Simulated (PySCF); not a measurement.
C₃H₈ClSi, multiplicity 2. Atoms are numbered in the order given.

```xyz
13

C     -0.7111     1.6952    -0.8290
Si    -0.0952     0.0187    -0.3377
C      1.4507    -0.4600    -1.2928
C     -1.4273    -1.2927    -0.5289
Cl     0.4161     0.1178     1.6947
H     -0.7583     2.5415    -0.1341
H     -1.0574     1.9143    -1.8479
H      2.2558     0.2742    -1.1341
H      1.8155    -1.4492    -0.9718
H      1.2346    -0.5061    -2.3737
H     -1.0507    -2.2787    -0.2119
H     -2.3120    -1.0481     0.0791
H     -1.7436    -1.3671    -1.5833
```
Charge 0, spin multiplicity 2.

The structure is a stationary point at TPSSh-D3(BJ)/def2-SVP. A frequency run showed that this geometry is not a minimum. The isomer is the one that the SMILES or the coordinates give; other isomers of the formula were not compared.

Computed with TDA-ωB97X/def2-SVPD (PySCF).

Vertical excitations. The molecule is in vacuum.

Computed lowest excited states:
```tsv
state	energy (eV)	λ (nm)	f	main pairs
root 1	4.37	284	0.005	β HOMO−1→LUMO 61 %, β HOMO−3→LUMO 15 %, β HOMO−4→LUMO 12 %
root 2	5.65	220	0.019	β HOMO→LUMO 94 %
root 3	5.97	208	0.001	β HOMO−7→LUMO 35 %, β HOMO−3→LUMO 27 %, β HOMO−9→LUMO 18 %, β HOMO−2→LUMO 7 %
root 4	6.72	185	0.024	α HOMO→LUMO 42 %, α HOMO→LUMO+1 28 %, α HOMO→LUMO+2 18 %
root 5	6.77	183	0.000	β HOMO−4→LUMO 41 %, β HOMO−1→LUMO 30 %, β HOMO−3→LUMO 10 %
root 6	6.92	179	0.010	α HOMO→LUMO+1 39 %, α HOMO→LUMO 20 %, α HOMO→LUMO+2 10 %, α HOMO→LUMO+5 8 %
root 7	7.00	177	0.014	β HOMO−2→LUMO 75 %, β HOMO−3→LUMO 18 %
root 8	7.43	167	0.010	β HOMO−4→LUMO 32 %, β HOMO−3→LUMO 23 %, β HOMO−7→LUMO 22 %, β HOMO−9→LUMO 11 %
root 9	7.95	156	0.000	α HOMO−1→LUMO+1 26 %, β HOMO→LUMO+2 37 %
root 10	8.04	154	0.005	α HOMO→LUMO+2 36 %, α HOMO→LUMO 21 %, α HOMO→LUMO+5 8 %, α HOMO→LUMO+8 7 %, β HOMO→LUMO+2 8 %
```
Unrestricted roots are not spin-pure.
